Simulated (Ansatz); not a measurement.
Gas-phase electronic energies from Ansatz, PBE0-D4/def2-TZVP geometries. CCSD(T)/CBS adds triple-zeta CCSD(T) − MP2 to the extrapolated MP2 energy (def2 sets, frozen cores). DFT in def2-TZVPP. B3LYP here is the variant with VWN-RPA as its local correlation; programs differ in this. Elements past krypton have def2 core potentials. For Mo, Sn outer-core shells are correlated without core-valence functions, which leaves a few kJ/mol of doubt a bond. Each species was taken in one conformer, which may not be the lowest.

Reaction (substitution at a C–Sn bond): `[CH3][SnH]([F])[CH2]Cl` + `[OH][Mo]([OH])([F])([F])([F])[F]` → `C[O][Mo]([OH])([F])([F])([F])[F]` + `[F][SnH2][CH2]Cl`

`[CH3][SnH]([F])[CH2]Cl`:

```xyz
11

C    -0.081   -1.739    0.529
Sn   -0.613    0.313    0.450
F    -0.155    1.036    2.186
C     0.629    1.426   -0.906
Cl    0.403    0.741   -2.541
H    -0.074   -2.155   -0.478
H     0.914   -1.828    0.964
H    -0.794   -2.287    1.144
H    -2.265    0.677    0.242
H     1.682    1.337   -0.647
H     0.354    2.478   -0.942
```

`[OH][Mo]([OH])([F])([F])([F])[F]`:

Cartesian coordinates in Å:
```
O -0.302 -1.411 0.932
Mo 0.298 0.019 -0.041
O -1.177 1.062 0.336
F 1.925 -0.646 -0.576
F -0.469 -0.866 -1.479
F 1.207 0.681 1.405
F 0.677 1.385 -1.239
H -0.837 -2.170 0.678
H -1.323 1.946 -0.017
```

`C[O][Mo]([OH])([F])([F])([F])[F]`:

```xyz
12

C     1.453    0.435    1.340
O     0.247    0.654    0.669
Mo   -0.737    0.121   -0.740
O    -1.103   -1.485    0.129
F    -1.521   -0.739   -2.184
F    -0.590    1.606   -1.826
F     0.887   -0.443   -1.453
F    -2.295    0.897   -0.145
H     2.201    0.106    0.613
H     1.764    1.365    1.816
H     1.298   -0.339    2.096
H    -1.605   -2.177   -0.315
```

`[F][SnH2][CH2]Cl`:

Cartesian coordinates in Å:
```
F -1.809 0.561 -1.482
Sn -0.871 -0.500 -0.169
C 0.954 0.574 0.167
Cl 1.906 -0.327 1.376
H -1.877 -0.518 1.201
H -0.612 -2.009 -0.908
H 0.763 1.571 0.559
H 1.545 0.649 -0.743
```

| level | ΔE (eV) |
| --- | --- |
| PBE-D4 | 0.50 |
| B3LYP | 0.46 |
| HF/CBS(def2) | 0.43 |
| MP2/CBS(def2) | 0.57 |

Task: What does CCSD(T)/CBS give? (Estimate.)

Result: Ansatz gave: +0.56 eV. The listed levels differ from it by -0.06, -0.10, -0.13, 0.01 eV.

Largest T1 diagnostic among the species: 0.025, so the coupled-cluster value is less sure than usual.

In def2-TZVPP, CCSD(T) changes the Hartree–Fock value by +0.07 eV (the triples alone add −0.01 eV) and MP2 by +0.08 eV.
